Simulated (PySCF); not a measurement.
**From a computed spectrum to the compound**

A species of 8 atoms with charge 0 has these harmonic modes (PBE0, small Gaussian bases with core potentials, PySCF 2.14.0):

```tsv
cm⁻¹	km/mol	symmetry
50	0.0	a2
146	2.1	e
146	2.1	e
244	466.6	a1
344	411.1	a1
530	7.4	e
530	7.4	e
562	153.7	e
562	153.7	e
1209	176.4	a1
1411	862.8	e
1411	862.8	e
1481	28.6	a1
1621	30.8	e
1621	30.8	e
3482	28.8	a1
3606	51.1	e
3606	51.1	e
```

Question: Which species is it, and in which structure?

Answer: TmH3(NH3) (singlet in the valence; each metal's 4f electrons, 12 of them, lie in its core potential, out of spins and levels):
```xyz
8

Tm    0.1285   -0.1285    0.1285
H     1.0671    1.3719    1.0671
H    -1.3719   -1.0671    1.0671
H     1.0671   -1.0671   -1.3719
N    -1.2800    1.2800   -1.2800
H    -1.8895    1.8895   -0.7297
H    -0.7297    1.8895   -1.8895
H    -1.8895    0.7297   -1.8895
```
Ideal gas at 298.15 K and 1 bar: S = 337.7 J/(mol K), Cp = 93.2 J/(mol K), H − H(0 K) = 19.9 kJ/mol (rigid rotor, harmonic modes, spin degeneracy alone, that of the 4f electrons in the core included; the modes under 60 cm⁻¹ make these uncertain). An lcecp potential fixes the number of 4f electrons, so in runs with it no electron can move into or out of that shell.
 The answer isn't unique; the calculation gave this one.
